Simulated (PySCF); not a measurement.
All values below come from B3LYP-D3(BJ)/def2-TZVP // B3LYP-D3(BJ)/def2-SVP (PySCF). All species are isolated molecules in the gas phase. One relaxed conformer stands for a flexible species; it need not be the lowest. B3LYP has the VWN-RPA correlation part, as in Gaussian. Excitations are Tamm–Dancoff values on a coarser integration grid. The basis has no diffuse functions, so Rydberg states are missing or too high.

Reference species (SMILES): `B[C@H]1CC[C@H](B)CC1` (neutral, multiplicity 1).

```
Property                  Result
----------------------  --------
S1 excitation (TDA)      5.40 eV
LUMO                    -1.48 eV
S1 oscillator strength     0.000
```

Changed species: `B[C@@H]1CCCC[C@@H]1B`.

Problem. Predict the effect on the S1 excitation (TDA), LUMO and S1 oscillator strength.

Solution. the S1 excitation (TDA) falls by 0.23 eV, to 5.17 eV; the LUMO falls by 0.10 eV, to -1.58 eV; the S1 oscillator strength hardly moves.
